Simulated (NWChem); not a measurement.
Molecule: CH4AlFO; SMILES [Al]([CH3])([OH])[F]

```xyz
8

Al    -0.0050    -0.0488     0.0000
F     -1.4376    -0.9053     0.0000
C     -0.0024     1.8819     0.0000
H     -0.5276     2.2766    -0.8848
H      1.0217     2.2841     0.0000
H     -0.5276     2.2766     0.8848
O      1.4424    -0.9323     0.0000
H      1.5130    -1.8881     0.0000
```
Atoms are numbered in this order, from 1.

All runs: NWChem. Medium grid unless said otherwise, to which SCAN and Minnesota functionals are sensitive. All runs use the structure optimised with PBE0/def2-SVP.

**Question.** Estimate the computed values for r2SCAN0/def2-SVP. Quantities: highest occupied level (eV); orbital gap (eV); dipole (D).

**Answer.** 
| Quantity | Value |
|---|---|
| highest occupied level (eV) | -9.07 |
| orbital gap (eV) | 9.40 |
| dipole (D) | 0.66 |
